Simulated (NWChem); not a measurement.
System: disulfane (H$_{2}$S$_{2}$); SMILES SS

```xyz
4

S      0.0352    -1.0357     0.0553
S     -0.0352     1.0357     0.0553
H     -0.9144    -1.2637    -0.8848
H      0.9144     1.2637    -0.8848
```
Atoms are numbered in this order, from 1.

Geometry: optimised at PBE0/def2-SVP.

Symmetry labels are those of C2 in the frame above (b1 and b2, or b-type labels, depend on it).

### Question
List the 4 lowest vertical singlet excitations from PBE/def2-SVP, TDA (NWChem).

### Answer
```json
[
 {"state": "S1", "energy (eV)": "4.78", "oscillator strength": "0.000", "symmetry": "a", "leading excitation (squared amplitude)": "HOMO → LUMO (0.99)"},
 {"state": "S2", "energy (eV)": "4.84", "oscillator strength": "0.008", "symmetry": "b", "leading excitation (squared amplitude)": "HOMO−1 → LUMO (0.98)"},
 {"state": "S3", "energy (eV)": "6.25", "oscillator strength": "0.005", "symmetry": "a", "leading excitation (squared amplitude)": "HOMO−1 → LUMO+1 (0.97)"},
 {"state": "S4", "energy (eV)": "6.26", "oscillator strength": "0.027", "symmetry": "b", "leading excitation (squared amplitude)": "HOMO → LUMO+1 (0.96)"}
]
```
